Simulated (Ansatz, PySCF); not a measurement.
Gas-phase reaction in SMILES: CB(S)S -> [CH2-]B(S)S + H+
Each molecule is optimised on its own at B3LYP-D3(BJ)/def2-TZVP (Ansatz, a first-principles code), one conformer each, not searched for the lowest. Frequencies are from Ansatz or PySCF.

Property: gas-phase deprotonation energy (enthalpy at 298 K, with B3LYP-D3(BJ) rigid-rotor harmonic-oscillator terms), in kcal/mol. Correlated levels leave the core frozen unless marked. No spin-orbit coupling. Non-relativistic unless marked X2C. Anions need diffuse functions: aug- sets have them; def2-D sets add few; the other sets have none. CBS(X,Y): correlation extrapolated as X^-3; Hartree-Fock from the larger set.

| level | program | gas-phase deprotonation energy (kcal/mol) |
|---|---|---|
| HF/aug-cc-pV(D+d)Z | Ansatz | 370.5 |
| HF/aug-cc-pV(Q+d)Z | Ansatz | 371.8 |
| B3LYP/def2-TZVPD | Ansatz | 364.4 |
| CAM-B3LYP-D3(BJ)/def2-TZVPD | Ansatz + dftd3 | 364.3 |

Task: Predict the CCSD(T)/CBS(aug-cc-pV(T+d)Z,aug-cc-pV(Q+d)Z) result (Ansatz).

Result: 363.2 kcal/mol
